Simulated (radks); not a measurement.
The numbers below are computed, except where a source is named.
How relativity changes the ionisation of the platinum ion Pt+ ([Xe] 4f14 5d9) to Pt2+ ([Xe] 4f14 5d8). Spin-unpolarised spherical Kohn-Sham, PBEsol, point nucleus unless stated (finite: rms radius 5.427 fm), a radial shooting solver on a logarithmic mesh with Libxc functionals. A level marked "c x" has the speed of light scaled by that factor and shares open shells by 2j + 1; other Dirac levels either fill j = l - 1/2 first or share by 2j + 1.

level                               E(Pt+) (hartree)  E(Pt2+) (hartree)  IE (eV)   HOMO  <r> HOMO (bohr)
non-rel.                                 -17330.2294        -17329.4723   20.603     5d            1.614
scalar-rel.                              -18408.0259        -18407.2910   19.997     5d            1.644
scalar-rel., finite nucleus              -18404.1946        -18403.4597   19.997     5d            1.644
Dirac, 2j+1 shares                       -18441.2436        -18440.5082   20.013  5d5/2            1.675
Dirac, low j first                       -18441.2638        -18440.5525   19.357  5d5/2            1.677
Dirac, 2j+1 shares, finite nucleus       -18437.3701        -18436.6347   20.014  5d5/2            1.675
Dirac, c x 0.75                          -19704.3962        -19703.6729   19.681  5d5/2            1.728
Dirac, c x 3                             -17435.8821        -17435.1277   20.529  5d5/2            1.621
Dirac, c x 5                             -17367.8544        -17367.0983   20.576  5d5/2            1.616

NIST Atomic Spectra Database: 18.6 eV (measured). The relativistic part of the total energy of Pt+ is -1107 hartree (Dirac, 2j+1 shares, finite nucleus), 6.4 % of the non-relativistic value. Spin polarisation and multiplet splitting of open shells are left out at every level.

Beside tabulated values, note that relativity, absent from the non-relativistic runs, is large for the heavy elements, and spin-unpolarised runs miss the spin-polarisation part of the exchange energy of open shells.
